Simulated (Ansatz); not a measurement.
Species: H3SiSO, charge 0, doublet. H3SiSO (SMILES O[SiH]S, doublet).
B3LYP-D3(BJ)/def2-TZVP minimum from Ansatz (a quantum-chemistry and plane-wave program):
```xyz
6

Si    -0.5705    -0.3252    -0.5386
O     -1.2481    -1.0505     0.7782
S      1.2176     0.7057     0.1074
H     -1.4871     0.6951    -1.1402
H     -1.1923    -0.6212     1.6380
H      1.1699     1.5927    -0.9019
```
Charge 0, spin multiplicity 2.

Atomisation energy term by term, kcal/mol (programs: Ansatz). Open shells are spin-unrestricted; no spin-orbit coupling. Correlated methods leave the cores frozen. Rows without X2C or -DK are non-relativistic. CBS(X,Y): correlation extrapolated as X^-3, Hartree-Fock from the larger set. A bracket is a step between two methods taken in the basis named. 'core' is core correlation in cc-pwCVTZ (1s frozen past Ne), 'X2C' scalar relativity in cc-pVTZ-DK, both at CCSD(T). Where a partner has so few electrons that a lower coupled-cluster level is exact, that level stands in.

```json
[
 {"term": "Hartree-Fock", "basis": "cc-pV(Q+d)Z", "kcal/mol": "315.79"},
 {"term": "CCSD correlation", "basis": "CBS(cc-pV(T+d)Z,cc-pV(Q+d)Z)", "kcal/mol": "126.62"},
 {"term": "(T)", "basis": "CBS(cc-pV(T+d)Z,cc-pV(Q+d)Z)", "kcal/mol": "8.83"},
 {"term": "CCSDT(Q) - CCSD(T)", "basis": "cc-pV(D+d)Z", "kcal/mol": "0.69"},
 {"term": "core correlation", "basis": "cc-pwCVTZ", "kcal/mol": "0.48"},
 {"term": "scalar relativity", "basis": "X2C, cc-pVTZ-DK", "kcal/mol": "-1.26"},
 {"term": "sum: De", "basis": "", "kcal/mol": "451.2"}
]
```
